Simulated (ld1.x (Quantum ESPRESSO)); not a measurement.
## Reading a pseudo-wave (chromium)

Columns: radius, all-electron u(r) and pseudo u(r) of the 3p shell (level -66.44 eV) of chromium in the configuration [Ne] 3s2 3p6 3d4 4s0 4p0; LDA (PZ), scalar-relativistic, PAW scheme, ld1.x (Quantum ESPRESSO) 7.5.

| r (bohr) | all-electron | pseudo |
| --- | --- | --- |
| 0.098 | 0.4655 | -0.0138 |
| 0.195 | 0.5277 | -0.0536 |
| 0.292 | 0.1746 | -0.1159 |
| 0.390 | -0.2790 | -0.1964 |
| 0.488 | -0.6596 | -0.2877 |
| 0.585 | -0.9138 | -0.3812 |
| 0.682 | -1.0518 | -0.4704 |
| 0.780 | -1.0984 | -0.5493 |
| 0.878 | -1.0802 | -0.6112 |
| 0.975 | -1.0219 | -0.6519 |
| 1.072 | -0.9411 | -0.6703 |
| 1.170 | -0.8490 | -0.6663 |
| 1.268 | -0.7547 | -0.6419 |
| 1.365 | -0.6641 | -0.6013 |
| 1.463 | -0.5785 | -0.5483 |
| 1.560 | -0.5010 | -0.4890 |
| 1.658 | -0.4306 | -0.4273 |
| 1.755 | -0.3689 | -0.3685 |
| 1.852 | -0.3148 | -0.3148 |
| 1.950 | -0.2671 | -0.2671 |
| 2.047 | -0.2264 | -0.2264 |
| 2.145 | -0.1910 | -0.1910 |
| 2.242 | -0.1610 | -0.1610 |
| 2.340 | -0.1352 | -0.1352 |
| 2.438 | -0.1133 | -0.1133 |
| 2.535 | -0.0950 | -0.0950 |

How many radial nodes do the two functions have?

The all-electron 3p function has n − l − 1 = 1; the pseudo-wave has 0, since the states of the same l below it are removed with the core.

At about which radius was the pseudo-wave matched?

1.95 bohr. The columns agree to 0.0005 from 1.75 bohr on; several derivatives are matched, so the curves merge somewhat inside the radius.

Where does each function peak?

Outermost all-electron maximum near 0.78 bohr, pseudo maximum near 1.07 bohr (to the table’s step).

Is the pseudo-wave norm-conserving?

No, it belongs to a PAW set: the norm inside the radius is not constrained, and the difference is carried by the augmentation charge.
